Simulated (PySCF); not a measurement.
Manganese: a sound run and one with changed settings

Sound run: Mn⁺ [Ar] 3d5 4s1, Mn²⁺ [Ar] 3d5. Calculation: PySCF 2.14, in x2c-SVPall; scalar relativity by spin-free X2C-1e. In the sound run the correlated levels freeze [Ar]. The sound run starts from symmetry-adapted Hartree-Fock orbitals and uses a fine grid where one is needed.

Changed run: basis STO-3G, all-electron and non-relativistic. This setting is unsound on purpose.

| species | method | sound run (hartree) | changed run (hartree) | converged |
| --- | --- | --- | --- | --- |
| Mn⁺ | UHF | -1156.96928 | -1137.50099 | yes |
| Mn⁺ | BP86 | -1158.23698 | -1138.43857 | yes |
| Mn⁺ | TPSS | -1158.10160 | -1138.36747 | yes |
| Mn⁺ | MP2 | -1157.01870 | -1137.50111 | yes |
| Mn²⁺ | UHF | -1156.42540 | -1137.01113 | yes |
| Mn²⁺ | BP86 | -1157.64298 | -1137.91932 | yes |
| Mn²⁺ | TPSS | -1157.52052 | -1137.85672 | yes |
| Mn²⁺ | MP2 | -1156.46754 | -1137.01122 | yes |

Ionisation energy of Mn⁺:

```json
{"method": "UHF", "sound run (eV)": "14.800", "changed run (eV)": "13.330"}
{"method": "BP86", "sound run (eV)": "16.164", "changed run (eV)": "14.130"}
{"method": "TPSS", "sound run (eV)": "15.812", "changed run (eV)": "13.898"}
{"method": "MP2", "sound run (eV)": "14.998", "changed run (eV)": "13.331"}
{"method": "SCS-MP2", "sound run (eV)": "14.866", "changed run (eV)": "13.330"}
```

A minimal basis cannot let orbitals breathe on ionisation and holds almost no correlation. The Hamiltonian changed with the basis, so the totals do not compare.

For comparison, NIST gives 15.640 eV between the lowest levels.
